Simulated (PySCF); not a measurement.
Species: C6H5Cl3.
SMILES with atom numbers: `[CH2:1]=[C:2]([CH3:3])[C:4]#[C:5][C:6]([Cl:7])([Cl:8])[Cl:9]` (hydrogens: H10, H11 on C1; H12, H13, H14 on C3)

Cartesian coordinates in Å at the PBE0-D3(BJ)/def2-SVP level; atoms count from 1:
```
atom  x, y, z in Å
C1    -1.5819   -1.0699    1.1867
C2    -0.7828   -0.0238    0.9132
C3    -0.8843    1.3052    1.6079
C4     0.2320   -0.1403   -0.0867
C5     1.1067   -0.1931   -0.9275
C6     2.1410   -0.2750   -1.9289
Cl7    3.7335    0.0868   -1.1999
Cl8    2.1874   -1.9162   -2.6316
Cl9    1.8277    0.9050   -3.2359
H10   -2.3610   -0.9908    1.9490
H11   -1.4765   -2.0199    0.6590
H12   -1.6884    1.2964    2.3561
H13   -1.0854    2.1093    0.8829
H14    0.0631    1.5550    2.1106
```

Computed with PySCF at B3LYP/def2-SVPD, non-relativistic, on one gas-phase PBE0-D3(BJ)/def2-SVP geometry that isn't relaxed in the solvent. The solvent is an IEF-PCM continuum (Bondi radii, 1.10 Å for H, scaled by 1.2), and excitations are vertical TDDFT with non-equilibrium linear response and a frozen core. Only the electrostatic response of the medium enters.

Gas-phase singlets (H = HOMO, L = LUMO):

```
state  E (eV)  λ (nm)      f  leading configuration
   S1   4.891     254  0.000              H→L+2 54%
   S2   4.917     252  0.280                H→L 81%
   S3   4.963     250  0.002              H-1→L 55%
   S4   5.180     239  0.001              H→L+1 98%
   S5   5.744     216  0.006              H-2→L 96%
```

Question: Give the list for acetonitrile (ε = 35.69), n² = 1.81.

Answer: 
```json
{"state": "S1", "E (eV)": "4.780", "λ (nm)": "259", "f": "0.001", "leading configuration": "H→L+2 95%", "change by rank (eV)": "-0.111"}
{"state": "S2", "E (eV)": "4.793", "λ (nm)": "259", "f": "0.375", "leading configuration": "H→L 87%", "change by rank (eV)": "-0.124"}
{"state": "S3", "E (eV)": "4.965", "λ (nm)": "250", "f": "0.001", "leading configuration": "H→L+1 98%", "change by rank (eV)": "+0.002"}
{"state": "S4", "E (eV)": "5.006", "λ (nm)": "248", "f": "0.002", "leading configuration": "H-1→L 95%", "change by rank (eV)": "-0.174"}
{"state": "S5", "E (eV)": "5.748", "λ (nm)": "216", "f": "0.002", "leading configuration": "H-1→L+1 97%", "change by rank (eV)": "+0.004"}
```

Question: Give the list for dimethylsulfoxide (ε = 46.83), n² = 2.19.

Answer: 
```
state  E (eV)  λ (nm)      f  leading configuration  change by rank (eV)
   S1   4.772     260  0.402                H→L 88%               -0.119
   S2   4.778     259  0.001              H→L+2 95%               -0.139
   S3   4.963     250  0.001              H→L+1 98%                0.000
   S4   5.006     248  0.002              H-1→L 95%               -0.174
   S5   5.747     216  0.002            H-1→L+1 97%               +0.003
```

Question: The ground-state energy changes by -0.127 eV from gas to dimethylsulfoxide. By how much does the total energy of gas-phase S2 change?

Answer: E(S2) = E(S0) + excitation energy, so it changes by -0.127 − 0.145 = -0.272 eV: it is lowered more than the ground state, which is what a red shift means. This is the vertical state, with the slow part of the continuum still set for S0.

Question: How do the frontier levels move from gas to dimethylsulfoxide?

Answer: 
| orbital | gas (eV) | solvent (eV) | change (eV) |
| --- | --- | --- | --- |
| LUMO+2 | -1.21 | -1.26 | -0.05 |
| LUMO+1 | -1.27 | -1.39 | -0.12 |
| LUMO | -1.93 | -1.86 | +0.07 |
| HOMO | -7.23 | -7.10 | +0.13 |
| HOMO-1 | -8.12 | -8.14 | -0.02 |
| HOMO-2 | -8.51 | -8.69 | -0.18 |
| HOMO-3 | -8.88 | -8.94 | -0.06 |

The HOMO–LUMO gap goes from 5.30 to 5.25 eV. Rows go by rank; for HOMO-3 the atom shares or the degeneracy differ between the runs, so the row needn't follow one orbital.
